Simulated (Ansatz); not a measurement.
Species: C2H8Cl2OSi2, charge 0, multiplicity 1. SMILES: C[SiH](C)O[SiH](Cl)Cl
Coordinates optimised at B3LYP-D3(BJ)/def2-TZVP (Ansatz, a quantum-chemistry and plane-wave program):
```xyz
15

C     -2.1678    -1.0660     0.5123
Si    -1.7940     0.1966    -0.8062
C     -2.3525     1.9050    -0.3191
O     -0.1482     0.2394    -1.0748
Si     1.2743     0.0695    -0.3539
Cl     1.6425    -1.9095     0.0538
Cl     1.2859     1.0944     1.4321
H     -1.7025    -0.7880     1.4607
H     -1.7960    -2.0525     0.2308
H     -3.2452    -1.1438     0.6764
H     -2.3973    -0.2009    -2.0986
H     -1.8796     2.2129     0.6159
H     -3.4356     1.9331    -0.1772
H     -2.0945     2.6365    -1.0871
H      2.3496     0.5846    -1.2011
```
Charge 0, spin multiplicity 1.

Property: atomisation energy (electronic, to ground-state atoms), in kcal/mol. Cores are frozen in the correlated levels unless marked. UHF or UKS for open shells. Spin-orbit coupling is left out. Non-relativistic. The coupled-cluster limit lacks core correlation, which all-electron functionals hold. CBS(X,Y): correlation extrapolated as X^-3; Hartree-Fock from the larger set.

```json
[
 {"level": "HF/cc-pV(D+d)Z", "program": "Ansatz", "atomisation energy (kcal/mol)": "992.9"},
 {"level": "PBE/def2-TZVPD", "program": "Ansatz", "atomisation energy (kcal/mol)": "1343.0"},
 {"level": "BLYP-D3(BJ)/def2-TZVPD", "program": "Ansatz + dftd3", "atomisation energy (kcal/mol)": "1329.5"},
 {"level": "B3LYP/def2-TZVPD", "program": "Ansatz", "atomisation energy (kcal/mol)": "1322.2"},
 {"level": "PBE0/STO-3G", "program": "Ansatz", "atomisation energy (kcal/mol)": "1576.1"},
 {"level": "PBE0-D4/def2-TZVPD", "program": "Ansatz + dftd4", "atomisation energy (kcal/mol)": "1342.7"},
 {"level": "MP2/aug-cc-pV(D+d)Z", "program": "Ansatz", "atomisation energy (kcal/mol)": "1274.6"},
 {"level": "SCS-MP2/6-31G", "program": "Ansatz", "atomisation energy (kcal/mol)": "1062.2"},
 {"level": "CCSD/aug-cc-pV(D+d)Z", "program": "Ansatz", "atomisation energy (kcal/mol)": "1236.4"},
 {"level": "CCSD/cc-pV(T+d)Z", "program": "Ansatz", "atomisation energy (kcal/mol)": "1295.5"},
 {"level": "CCSD/CBS(cc-pV(T+d)Z,cc-pV(Q+d)Z)", "program": "Ansatz", "atomisation energy (kcal/mol)": "1333.4"},
 {"level": "CCSD(T)/6-31G*", "program": "Ansatz", "atomisation energy (kcal/mol)": "1209.1"},
 {"level": "CCSD(T)/cc-pwCVTZ", "program": "Ansatz", "atomisation energy (kcal/mol)": "1315.7"},
 {"level": "CCSD(T) with core electrons (1s frozen past Ne)/cc-pwCVTZ", "program": "Ansatz", "atomisation energy (kcal/mol)": "1318.7"},
 {"level": "CCSD(T)/CBS(cc-pV(T+d)Z,cc-pV(Q+d)Z)", "program": "Ansatz", "atomisation energy (kcal/mol)": "1353.2"}
]
```
